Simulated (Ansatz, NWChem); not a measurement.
**The same job for NWChem**

Ansatz 0.2.0 runs this on C2H6ClNSi (SMILES C=C[SiH](N)Cl):

input.yaml:
```yaml
crystal:
  periodic: [false, false, false]
  atoms:
    - {symbol: C, position_ang: [-2.009100, -0.223800, 0.193800]}
    - {symbol: C, position_ang: [-0.763200, -0.607700, 0.453800]}
    - {symbol: Si, position_ang: [0.734800, 0.466000, 0.292000]}
    - {symbol: "N", position_ang: [1.868300, -0.317300, -0.709400]}
    - {symbol: Cl, position_ang: [0.104400, 2.319600, -0.400900]}
    - {symbol: H, position_ang: [-2.233700, 0.783700, -0.142800]}
    - {symbol: H, position_ang: [-2.853600, -0.897600, 0.307100]}
    - {symbol: H, position_ang: [-0.595000, -1.630400, 0.790600]}
    - {symbol: H, position_ang: [1.412600, 0.742400, 1.578700]}
    - {symbol: H, position_ang: [1.579200, -0.700400, -1.595600]}
    - {symbol: H, position_ang: [2.820800, 0.008500, -0.746800]}
basis:
  gaussian:
    orbitals: "6-31G*"
hamiltonian:
  xc: {name: B3LYP}
accuracy: high
output: {forces: true, orbitals: {seedname: orbitals}}
```

```bash
$ ansatz run input.yaml --threads 1 --pin off --max-ram 2610MiB --events-out events.jsonl --progress --plain --runs-dir runs
```

The shape is that of a PBE0-D4/def2-TZVP optimisation. This is one conformer, not always the lowest.

It gives a total energy of -884.324264 Eh.

**Question.** Write the same calculation for NWChem 7.3.0 as an ASE script.

**Answer.** For example:

run.py:
```python
from ase import Atoms
from ase.calculators.nwchem import NWChem

system = Atoms(['C', 'C', 'Si', 'N', 'Cl', 'H', 'H', 'H', 'H', 'H', 'H'], positions=[
    [-2.009100, -0.223800, 0.193800],
    [-0.763200, -0.607700, 0.453800],
    [0.734800, 0.466000, 0.292000],
    [1.868300, -0.317300, -0.709400],
    [0.104400, 2.319600, -0.400900],
    [-2.233700, 0.783700, -0.142800],
    [-2.853600, -0.897600, 0.307100],
    [-0.595000, -1.630400, 0.790600],
    [1.412600, 0.742400, 1.578700],
    [1.579200, -0.700400, -1.595600],
    [2.820800, 0.008500, -0.746800],
])

calc = NWChem(
    label='mol',
    theory='dft',
    memory='2200 mb',
    basis='6-31G*',
    dft={'xc': 'b3lyp', 'mult': '1', 'grid': 'fine', 'convergence': 'energy 1e-08', 'iterations': '100', 'mulliken': None},
)
system.calc = calc

forces = system.get_forces()
print("Total energy (eV):", round(system.get_potential_energy(), 6))
print("forces (eV/A):")
for s, f in zip(system.symbols, forces):
    print(f"{s:2s} {f[0]:10.5f} {f[1]:10.5f} {f[2]:10.5f}")
print("dipole (e A):", system.get_dipole_moment().round(4))
```

```bash
$ export ASE_NWCHEM_COMMAND="nwchem PREFIX.nwi > PREFIX.nwo"
$ python run.py
```

Its energy is -884.324265 Eh, 0.001 mEh from the first.
